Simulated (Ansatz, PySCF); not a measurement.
This Ansatz (a first-principles code) input computes a CAM-B3LYP/def2-TZVPD energy:

Ansatz 0.2 input:
```yaml
crystal:
  periodic: [false, false, false]
  atoms:
    - {symbol: In, position_ang: [-0.00000000, -0.00000000, -0.30797384]}
    - {symbol: F, position_ang: [0.00000000, 0.00000000, 1.67674645]}
basis:
  gaussian:
    orbitals: def2-TZVPD
hamiltonian:
  xc: {name: CAM-B3LYP}
magnetization: {spin_polarized: true, initial_magnetization: 2}
output: {forces: true}
```

Problem. Write an input for the same energy in PySCF and say what it gives.

Solution. 
```python
from pyscf import gto, scf, dft

mol = gto.M(
    atom='''
    In   -0.00000000   -0.00000000   -0.30797384
    F     0.00000000    0.00000000    1.67674645
    ''',
    basis='def2-tzvpd',
    ecp='def2-tzvp',
    charge=0,
    spin=2,
    symmetry='C2v',
    verbose=4,
)

mf = dft.UKS(mol, xc='camb3lyp').density_fit(auxbasis='def2-universal-jkfit')
mf.grids.level = 3
mf.conv_tol = 1e-9
mf.max_cycle = 100
mf.max_memory = 1500
mf.kernel()
if not mf.converged:
    mf = mf.newton()
    mf.kernel(mf.make_rdm1())
mf.analyze()
```
It gives -289.90325 Eh, and Ansatz -289.90321 Eh, a difference of 0.04 mEh, from the treatment of integrals and grids.

This is an excited triplet: at this geometry the singlet lies 3.48 eV lower at CCSD(T)/CBS(def2-TZVPPD,def2-QZVPPD).
